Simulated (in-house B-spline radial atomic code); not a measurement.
Br²⁺. Computed with a B-spline radial atomic code. Model: non-relativistic spherical atom: semilocal Troullier-Martins pseudo-atom, one channel per l, against all electrons, high spin, G0W0 and RPA with empty states to l = 8, local potential for every l without a channel, a model core (radius 0 = none) keeps its share of the functional.

The core holds an angular momentum without a channel of its own, so the local potential lets valence electrons into it.

What the tables leave out is listed at the end.

The pseudopotential gives back the lowest level of each angular momentum of its own functional in the configuration it was made in; a second state of the same l is only approximately right. Exact exchange, RPA and GW see the smooth pseudo-orbitals and miss the exchange with the core, for which the functional's share stands in. The column with an uncorrelated core keeps all orbitals and exact exchange, and so separates missing core correlation from pseudisation. Only the three outermost levels and the lowest empty one were computed. RPA here is direct RPA, with no exchange kernel, and its energies carry an (l + 1/2)⁻⁴ tail. A hybrid on a potential with a model core restores only its own semilocal share of the core's exchange.

Command:
```bash
python run_psgw.py task.json out
```
Settings (lengths in bohr, energies in hartree):
```
Z                      35
electrons              33
configuration          [Ar] 3d10 4s2 4p3
generated_in           [Ar] 3d10 4s2 4p5
functional             lda,vwn
core_shells            6
radius_factor          1.3
core_correction        True
```

Run time, properties included: 16 s on 1 thread of Intel(R) Xeon(R) Platinum 8488C (Sapphire Rapids), with other jobs on the host.

Given: made with LDA VWN5; model core radius 1.092 bohr; local radius 1.914 bohr; mean-field start LDA VWN5.

Valence shells of the generating configuration: 4s, 4p.

Channel: s 1.871, p 2.16 (radii in bohr).

Computed: largest level miss in the spin-unpolarised generating configuration 0 eV; valence RPA correlation energy all-electron orbitals -0.19859 hartree; all-electron RPA polarisability, core included 7.373 bohr³; pseudo-atom RPA polarisability 7.543 bohr³.

```tsv
level	occupied	mean-field all-electron (eV)	mean-field pseudo minus all (eV)	G0W0 all-electron (eV)	G0W0 uncorrelated core minus all (eV)	G0W0 pseudo minus all (eV)	exchange self-energy all-electron (eV)	exchange self-energy pseudo (eV)
4p up	1	-29.435	0.013	-35.236	0.234	-0.183	-23.103	-19.433
4s down	1	-39.441	-0.023	-44.655	0.563	-0.546	-20.482	-15.182
4p down (empty)	0	-26.701	-0.012	-21.879	0.28	-0.716	-6.8466	-3.2174
```

(1) What is the valence RPA correlation energy pseudo?

Given: mean-field start PBE0.

Computed: valence RPA correlation energy all-electron orbitals -0.18261 hartree; valence RPA correlation energy pseudo -0.20467 hartree; pseudo-atom RPA polarisability 7.0071 bohr³.

```csv
level,occupied,mean-field all-electron (eV),mean-field pseudo minus all (eV),G0W0 all-electron (eV),G0W0 uncorrelated core minus all (eV),G0W0 pseudo minus all (eV),exchange self-energy all-electron (eV),exchange self-energy pseudo (eV)
4p up,1,-31.054,0.144,-35.379,0.225,0.203,-22.946,-19.319
4s down,1,-40.215,0.396,-44.591,0.562,0.586,-20.22,-14.967
4p down (empty),0,-24.77,0.076,-21.693,0.27,-0.056,-6.5074,-3.1484
```

(2) What is the all-electron RPA polarisability, core included?

Results:

(1) -0.2244 hartree.

(2) 6.7224 bohr³.

Among the listed levels the largest G0W0 shift of the pseudo-atom is -0.72 eV, for 4p down (empty) on the LDA VWN5 start, while leaving the core uncorrelated moves that level by +0.28 eV. So pseudisation and the lost core exchange, not the missing core correlation, make the error. Not in the tables (levels of low weight, unsolved or above zero; the highest and the empty levels are kept at any weight): on LDA the G0W0 levels 4s up (pseudo minus all +1.05 eV, weights 0.31 and 0.31); on PBE0 the G0W0 levels 4s up (pseudo minus all +0.63 eV, weights 0.42 and 0.37); no Hartree-Fock pseudo-atom is run with a model core.
